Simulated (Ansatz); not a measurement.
Mulliken charges of `O[SiH](F)[SiH](Cl)Cl` from PBE/def2-TZVPP in Ansatz (PBE0-D4/def2-TZVP geometry).

```csv
atom,x (Å),y (Å),z (Å),charge (e)
O1,1.839,-0.674,-0.452,-0.323
Si2,0.408,-1.031,0.238,0.557
F3,0.559,-1.259,1.813,-0.266
Si4,-1.031,0.807,-0.036,0.358
Cl5,-1.859,0.743,-1.911,-0.191
Cl6,0.184,2.467,0.114,-0.210
H7,2.179,0.219,-0.357,0.196
H8,-0.057,-2.297,-0.361,-0.077
H9,-2.133,0.980,0.936,-0.044
```

Question: By hand: the dipole of these point charges (1 e Å = 4.8032 D).

Answer: Σ q r = (-0.043, -0.216, 0.041) e Å, of length 0.224 e Å = 1.08 D.

Question: How does the dipole of the full density compare? (An estimate is asked.)

Answer: Computed: (-0.017, 0.063, 0.008) e Å, 0.32 D; the point charges give 3.38 times that, at 148° from its direction, so they point the opposite way.

Point charges leave out the atoms' own dipoles, such as those of lone pairs, and Mulliken's split depends on the basis, so the two needn't agree.
